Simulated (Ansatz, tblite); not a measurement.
Isomers of Ge6Bi⁺ (singlet), found by a short tight-binding search and relaxed with PBE-D4/def2-SVP in Ansatz.

In the def2 sets Bi takes a core potential; there is no spin–orbit coupling. The xTB rows come from tblite. Correlated methods freeze 58 core orbitals; core or outer-core shells of Bi, Ge are correlated, in sets that lack core-valence functions.

Run but left out: HF/def2-SVP (D: restricted singlet, unstable towards broken spin symmetry).

D: The restricted singlet is unstable towards broken spin symmetry in Hartree–Fock (as tested in another run); at PBE-D4/def2-TZVP, revPBE-D4/def2-TZVP, BLYP-D4/def2-TZVP, r2SCAN-D4/def2-TZVP and others this wasn't settled. At MP2/def2-SVP the restricted singlet (for correlated methods, its reference) is unstable: a solution with broken spin symmetry lies lower.

Other spin states weren't relaxed.

A:

Cartesian coordinates in Å:
```
Bi -1.304 0.219 -1.126
Ge 0.892 -0.150 0.770
Ge 0.602 2.284 -0.084
Ge -1.156 1.127 1.726
Ge 0.526 -2.139 -0.856
Ge 1.642 0.265 -1.680
Ge -1.202 -1.607 1.249
```

B:

```
atom    x (Å)    y (Å)    z (Å)
 Bi1  -0.5556   0.2427  -1.6598
 Ge2   2.6104  -0.2383  -0.8631
 Ge3   0.8221  -1.6808   0.0612
 Ge4  -0.9890   2.4688   0.7367
 Ge5  -1.5131   0.0756   1.0997
 Ge6  -1.5816  -2.2480   0.2455
 Ge7   1.2068   1.3800   0.3798
```

C:

```xyz
7

Bi   -0.582    1.459    1.874
Ge    1.386    0.146    0.274
Ge   -0.236   -1.411    1.865
Ge   -0.071    2.180   -0.878
Ge    0.487   -0.002   -2.240
Ge    0.386   -2.186   -0.571
Ge   -1.370   -0.185   -0.324
```

D:

Cartesian coordinates in Å:
```
Bi -0.230 1.167 -1.739
Ge 0.019 -1.437 1.403
Ge -1.733 1.363 1.224
Ge 0.718 1.143 0.963
Ge 2.509 -0.032 -0.272
Ge 0.680 -1.536 -1.255
Ge -1.962 -0.668 -0.324
```

**Question.** Estimate which lies lowest at each level, and how far above it the others are (kJ/mol).

**Answer.** 
```
              level     A     B     C      D
           GFN1-xTB  40.5   0.0  77.6  104.4
           GFN2-xTB  10.5  96.3   0.0  115.7
    PBE-D4/def2-SVP  24.5  49.1   0.0  108.7
   PBE-D4/def2-TZVP  22.6  51.8   0.0  111.9
revPBE-D4/def2-TZVP  20.7  48.5   0.0  102.7
  BLYP-D4/def2-TZVP  14.5  22.0   0.0   76.4
r2SCAN-D4/def2-TZVP  29.6  56.9   0.0  129.5
   B97M-V/def2-TZVP  31.7  67.2   0.0  141.2
   PBE0-D4/def2-SVP  23.8  54.5   0.0  125.0
  PBE0-D4/def2-TZVP  21.7  59.1   0.0  128.6
   RPA@PBE/def2-SVP  24.9  38.1   0.0   98.7
       MP2/def2-SVP  47.3  90.3   0.0  158.5
```
Point groups (tolerance 0.1 Å): A C5v, B C3v, C C2v, D Cs. Lower isomers may exist.
